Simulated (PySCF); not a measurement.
**Running PySCF for GaB**

File input.py (PySCF 2.14):

```python
from pyscf import gto, scf

mol = gto.M(
    atom='Ga 0 0 0; B 0 0 2.02',
    basis='def2-svpd',
    charge=0,
    spin=2,
    symmetry=True,
    verbose=4,
)
mf = scf.ROHF(mol)
mf.kernel()
mf.dip_moment()
print('orbital energies (hartree):', mf.mo_energy[..., max(0, mol.nelec[1]-3):mol.nelec[0]+3].round(4))
```

```bash
$ OMP_NUM_THREADS=1 python input.py
```

The log (some set-up lines and the per-cycle HOMO/LUMO lines with their warnings removed):

```
PySCF version 2.14.0

[INPUT] Symbol           X                Y                Z      unit          X                Y                Z       unit  Magmom
[INPUT]  1 Ga     0.000000000000   0.000000000000   0.000000000000 AA    0.000000000000   0.000000000000   0.000000000000 Bohr   0.0
[INPUT]  2 B      0.000000000000   0.000000000000   2.020000000000 AA    0.000000000000   0.000000000000   3.817246771621 Bohr   0.0

nuclear repulsion = 40.6051820260396
point group symmetry = Coov
symmetry origin: [0.         0.         0.53017316]
symmetry axis x: [1. 0. 0.]
symmetry axis y: [0. 1. 0.]
symmetry axis z: [0. 0. 1.]
num. orbitals of irrep A1 = 22
num. orbitals of irrep E1x = 12
num. orbitals of irrep E1y = 12
num. orbitals of irrep E2x = 6
num. orbitals of irrep E2y = 6
number of shells = 22
number of NR pGTOs = 110
number of NR cGTOs = 58
basis = def2-svpd
ecp = {}

******** <class 'pyscf.scf.hf_symm.SymAdaptedROHF'> ********
method = SymAdaptedROHF
initial guess = minao
damping factor = 0
level_shift factor = 0
DIIS = <class 'pyscf.scf.diis.CDIIS'>
SCF conv_tol = 1e-09
SCF max_cycles = 50
num. doubly occ = 17  num. singly occ = 2
Freeze 0 electrons in irreps []
    36 free electrons in irreps A1 E1x E1y E2x E2y
init E= -1946.96229047995
cycle= 1 E= -1947.46227494462  delta_E= -0.5  |g|= 0.152  |ddm|= 1.09
cycle= 2 E= -1947.48252207576  delta_E= -0.0202  |g|= 0.122  |ddm|= 0.463
cycle= 3 E= -1947.48932586352  delta_E= -0.0068  |g|= 0.034  |ddm|= 0.155
cycle= 4 E= -1947.49190616896  delta_E= -0.00258  |g|= 0.0321  |ddm|= 0.117
cycle= 5 E= -1947.49310334562  delta_E= -0.0012  |g|= 0.018  |ddm|= 0.0593
cycle= 6 E= -1947.49411148499  delta_E= -0.00101  |g|= 0.00798  |ddm|= 0.0848
cycle= 7 E= -1947.49432783451  delta_E= -0.000216  |g|= 0.00127  |ddm|= 0.0518
cycle= 8 E= -1947.49433013026  delta_E= -2.3e-06  |g|= 0.000368  |ddm|= 0.00423
cycle= 9 E= -1947.49433023367  delta_E= -1.03e-07  |g|= 5.28e-05  |ddm|= 0.000965
cycle= 10 E= -1947.49433023749  delta_E= -3.82e-09  |g|= 9.95e-06  |ddm|= 0.000248
cycle= 11 E= -1947.49433023759  delta_E= -1.09e-10  |g|= 3.19e-06  |ddm|= 3.69e-05
Extra cycle  E= -1947.4943302376  delta_E= -4.55e-12  |g|= 2.86e-06  |ddm|= 1.05e-05
converged SCF energy = -1947.4943302376
Dipole moment(X, Y, Z, Debye):  0.00000,  0.00000, -1.54760
orbital energies (hartree): [-1.2132 -0.5878 -0.3462 -0.1104 -0.1104 -0.0058  0.0747  0.0764]
```

In short: E(SCF) = -1947.494330 Eh, 11 cycles, μz(SCF) = -1.55 D.

It ran on Arm Neoverse V1 (1 thread, shared host) in 1.2 s.

The bond length is a typed value, not an optimised one. No search for the lowest solution was made.
